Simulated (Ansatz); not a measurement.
Gas-phase electronic energies from Ansatz, PBE0-D4/def2-TZVP geometries. CBS: MP2 limit from def2 TZ/QZ plus the TZ coupled-cluster correction, frozen cores. DFT in def2-TZVPP. For Ge outer-core shells are correlated without core-valence functions, which leaves a few kJ/mol of doubt a bond. Scalar relativity is left out up to krypton. One conformer a species, not always the lowest.

`[OH][GeH2][C]#C[SiH3]` + `FC[SiH3]` → `[OH][GeH2][CH2][SiH3]` + `FC#C[SiH3]`  (redistribution)

| level | ΔE (kJ/mol) |
| --- | --- |
| PBE-D4 | 28.0 |
| r2SCAN-D4 | 33.0 |
| ωB97M-V | 36.6 |
| B2PLYP | 45.2 |
| SCS-MP2/def2-TZVPP | 47.1 |
| CCSD(T)/def2-TZVPP | 42.7 |
| HF/CBS(def2) | 58.5 |
| MP2/CBS(def2) | 38.5 |

(1) What does CCSD(T)/CBS give? (An estimate is asked.)

Largest T1 diagnostic among the species: 0.013.

Answers

(1) Computed: +41.3 kJ/mol. The listed levels differ from it by -13.3, -8.3, -4.7, 3.9, 5.8, 1.4, 17.2, -2.8 kJ/mol.

The D4 term adds −4.7 kJ/mol with B3LYP and −2.6 kJ/mol with PBE0; it sums over pairs of atoms, weighted by their polarisabilities, and B3LYP, whose exchange is more repulsive, gets the larger term. In def2-TZVPP, CCSD(T) changes the Hartree–Fock value by −16.0 kJ/mol (the triples alone add −1.5 kJ/mol) and MP2 by −18.8 kJ/mol.

B3LYP here is the variant with VWN-RPA as its local correlation; programs differ in this.
